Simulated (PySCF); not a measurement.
C7H16FNSi.
Atom-mapped SMILES: `[CH3:1][CH2:2][CH2:3][Si@@H:4]([NH:5][CH3:6])[C@@H:7]1[CH2:8][C@H:9]1[F:10]` (hydrogens: H11, H12, H13 on C1; H14, H15 on C2; H16, H17 on C3; H18 on Si4; H19 on N5; H20, H21, H22 on C6; H23 on C7; H24, H25 on C8; H26 on C9)

Method: PySCF, PBE0-D3(BJ)/def2-SVP geometry optimisation, gas phase; density fitting, grid level 1; the optimiser is geomeTRIC in internal coordinates, started from a GFN2-xTB structure with every atom displaced at random (about 0.01 Å).

Step 0: E = -19577.3673 eV
```
atom  x, y, z in Å  |  force x, y, z in eV/Å
C1      3.7495   -0.1688   -0.1397   -1.882   1.488  -0.270
C2      2.2764   -0.2197    0.3301    0.541   0.325  -0.214
C3      1.3734    0.7900   -0.3973    1.109   0.259   0.985
Si4    -0.3812    0.7171    0.1785   -1.044  -0.606  -0.854
N5     -1.3126    1.7357   -0.8764   -0.203  -0.064   0.128
C6     -2.7571    1.8400   -0.8553    0.834  -0.799  -0.463
C7     -1.1093   -1.0228   -0.0586    0.685   0.622   0.065
C8     -2.2562   -1.5233    0.7681   -0.276  -0.194   0.411
C9     -0.9015   -2.0551    1.0079   -0.412  -0.975  -1.541
F10    -0.6365   -3.3434    0.5968   -0.131   0.507   0.172
H11     4.3356   -0.8679    0.3974    0.977  -1.046   0.569
H12     4.1433    0.8513    0.0308    0.096  -0.202  -0.039
H13     3.7605   -0.3530   -1.2184    0.321  -0.186  -0.176
H14     2.2313   -0.0225    1.4139    0.003  -0.128   0.079
H15     1.8930   -1.2330    0.1647   -0.115  -0.242   0.075
H16     1.7921    1.8082   -0.2155   -0.217  -0.210  -0.104
H17     1.4545    0.6221   -1.4639   -0.218  -0.065  -0.731
H18    -0.5165    1.0285    1.6327    0.110   0.021   0.263
H19    -0.8889    2.6088   -1.1366    0.327   0.400  -0.157
H20    -3.1398    2.1756   -1.8219   -0.153   0.083  -0.301
H21    -3.1783    0.8501   -0.6575   -0.201  -0.168   0.003
H22    -3.1131    2.5078   -0.0981   -0.583   0.796   0.876
H23    -1.0911   -1.3959   -1.0925    0.104  -0.041   0.148
H24    -2.6953   -0.8862    1.5282   -0.151   0.288   0.254
H25    -2.9725   -2.1964    0.3063   -0.094  -0.204  -0.196
H26    -0.3612   -1.8302    1.8956    0.572   0.339   1.019
```

Step 1: E = -19577.5671 eV
```
atom  x, y, z in Å  |  force x, y, z in eV/Å
C1      3.7420   -0.1186   -0.0722    0.096  -0.337   0.283
C2      2.2707   -0.2508    0.2878   -0.100   0.013   0.100
C3      1.3745    0.7433   -0.4502   -0.067  -0.004  -0.254
Si4    -0.4336    0.6735    0.0577    0.175  -0.045   0.368
N5     -1.3458    1.7864   -0.9088    0.095  -0.096  -0.049
C6     -2.7772    1.9338   -0.8408   -0.180   0.233   0.150
C7     -1.1069   -1.0674   -0.0662   -0.092   0.154  -0.206
C8     -2.2433   -1.5711    0.8151   -0.118  -0.067  -0.014
C9     -0.8695   -2.0787    1.0074    0.267   0.220   0.382
F10    -0.5876   -3.3476    0.6276   -0.005  -0.122  -0.092
H11     4.3547   -0.8728    0.4676   -0.147   0.253  -0.181
H12     4.1290    0.8788    0.1856    0.020   0.037  -0.004
H13     3.8929   -0.2714   -1.1487    0.067  -0.002  -0.129
H14     2.1476   -0.1143    1.3793    0.012  -0.021  -0.064
H15     1.9269   -1.2800    0.0780    0.029   0.042   0.006
H16     1.7425    1.7716   -0.2881    0.014   0.059   0.014
H17     1.4286    0.5749   -1.5440    0.039   0.005   0.087
H18    -0.4853    0.9785    1.5402   -0.054  -0.004  -0.021
H19    -0.8648    2.6314   -1.2019   -0.012  -0.061   0.000
H20    -3.1948    2.2932   -1.7984    0.023  -0.038   0.029
H21    -3.2491    0.9611   -0.6338    0.013  -0.021  -0.016
H22    -3.1255    2.6367   -0.0469    0.068  -0.151  -0.158
H23    -1.0997   -1.5032   -1.0723   -0.016  -0.045  -0.003
H24    -2.6686   -0.9017    1.5698    0.016  -0.010   0.008
H25    -2.9583   -2.2636    0.3614    0.021   0.021  -0.005
H26    -0.3008   -1.8047    1.9139   -0.165  -0.013  -0.232
```

Question: Estimate the geometry and energy of step 2. (The exact step hangs on the optimiser's Hessian estimate; all steps are aligned on step 1, rigid shifts and turns removed.)

Answer: E = -19577.5828 eV, largest force 0.195 eV/Å
```
atom  x, y, z in Å  |  force x, y, z in eV/Å
C1      3.7429   -0.1282   -0.0845    0.003  -0.072   0.047
C2      2.2727   -0.2474    0.2899    0.004   0.012   0.010
C3      1.3763    0.7525   -0.4407   -0.023   0.019  -0.089
Si4    -0.4258    0.6791    0.0882    0.049  -0.007   0.188
N5     -1.3402    1.7756   -0.8911    0.013   0.014  -0.044
C6     -2.7747    1.9209   -0.8436   -0.045   0.028   0.043
C7     -1.1134   -1.0495   -0.0587   -0.076   0.024  -0.132
C8     -2.2537   -1.5705    0.8093   -0.011   0.009   0.031
C9     -0.8749   -2.0646    1.0105    0.058   0.024   0.055
F10    -0.5805   -3.3302    0.6187    0.012  -0.043  -0.013
H11     4.3566   -0.8763    0.4439   -0.021   0.038  -0.023
H12     4.1387    0.8682    0.1688    0.004   0.012  -0.013
H13     3.8907   -0.2801   -1.1657    0.001   0.011  -0.003
H14     2.1603   -0.1130    1.3807    0.018  -0.004  -0.001
H15     1.9227   -1.2733    0.0819   -0.005  -0.003  -0.003
H16     1.7479    1.7816   -0.2790   -0.001  -0.006   0.013
H17     1.4264    0.5840   -1.5322   -0.003   0.002   0.020
H18    -0.4898    0.9826    1.5693   -0.006  -0.007  -0.014
H19    -0.8587    2.6160   -1.1926   -0.001   0.003  -0.020
H20    -3.1789    2.2630   -1.8116    0.010  -0.010  -0.004
H21    -3.2422    0.9464   -0.6334    0.004  -0.007  -0.008
H22    -3.1365    2.6266   -0.0673    0.025  -0.028  -0.026
H23    -1.0996   -1.4806   -1.0675    0.009  -0.015   0.016
H24    -2.6896   -0.9133    1.5684   -0.003   0.001   0.001
H25    -2.9583   -2.2636    0.3420    0.017   0.001  -0.010
H26    -0.3199   -1.7889    1.9157   -0.029   0.003  -0.023
```

The energy changes by -0.0157 eV. The first-order estimate −F·Δx gives -0.0254 eV and the mean of the old and new forces, exact on a quadratic surface, -0.0155 eV. The step makes an angle of 78° with the force vector and moves no atom by more than 0.037 Å.

What follows is the cost of the whole optimisation. Time: 6.2 min wall; peak memory 1.0 GiB. Hardware: one thread of an Arm Neoverse N1, shared host with 64 logical CPUs at a one-minute load of 58.
